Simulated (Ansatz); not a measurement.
Abridged output of a molecular run in Ansatz:

```
Functional definition: HF
1872 factors; integrals over basis functions are off by at most 1.2e-3 eV
mean field evaluation 1: about -82092.2339 eV, gradient 3.6e1 eV
mean field evaluation 2: about -82092.5756 eV, gradient 3.6e1 eV
mean field evaluation 4: about -82096.3431 eV, gradient 3.6e0 eV
mean field evaluation 8: about -82096.3961 eV, gradient 1.1e-1 eV
mean field -82096.39620860 eV, -3016.9869137300 hartree, gradient 2.5e-6 eV, S^2 0.000000; 0 other end points of the search recorded, 0 dependent functions left out
18 core orbitals not correlated: weight in the atoms' cores, before any rotation towards them, 1.000 or more for the frozen orbitals, at most 0.000 for the correlated occupied ones
reference -82096.39620860 eV, -3016.9869137300 hartree; 22, 22 occupied and 272, 272 virtual orbitals, 1872 factors
second order -28.20557779 eV of doubles, -0.00000000 eV of singles
cycle   1  -28.73217818 eV  change   -5.3e-1 eV  update   1.1e-1
cycle   2  -29.46487531 eV  change   -7.3e-1 eV  update   3.4e-2
cycle   3  -29.58616924 eV  change   -1.2e-1 eV  update   1.6e-2
cycle   4  -29.57613741 eV  change    1.0e-2 eV  update   4.4e-3
cycle   5  -29.57795434 eV  change   -1.8e-3 eV  update   1.7e-3
cycle   6  -29.57872576 eV  change   -7.7e-4 eV  update   4.7e-4
cycle   7  -29.57855461 eV  change    1.7e-4 eV  update   1.8e-4
cycle   8  -29.57856567 eV  change   -1.1e-5 eV  update   6.0e-5
cycle   9  -29.57859064 eV  change   -2.5e-5 eV  update   2.2e-5
perturbative correction -1.29316466 eV, -0.0475229246 hartree
Total energy: -82127.26796389 eV, -3018.1214298114 hartree
```

Its atoms:

```xyz
13

C     0.1019    2.5964    0.5329
C    -0.5134    1.4722    0.1816
Si    0.2830    0.0166   -0.6460
Br    2.4376    0.4842   -0.9959
C     0.1509   -1.5197    0.3776
C    -0.4435   -2.6195   -0.0775
H     1.1599    2.7486    0.3415
H    -0.4249    3.4097    1.0238
H    -1.5775    1.3748    0.3993
H    -0.3337   -0.2553   -1.9691
H     0.5584   -1.5200    1.3869
H    -0.5384   -3.5186    0.5249
H    -0.8602   -2.6694   -1.0799
```

Q: Which basis set was used?
A. def2-TZVPP
B. def2-SVP
C. def2-SVPD
D. cc-pV(Q+d)Z

A: A. It gives 312 functions.

Q: Write the keys of the input that set method, charge and spin (a neutral closed shell needs none for the last two).

A: 
```yaml
correlation: {method: ccsd_t}
```
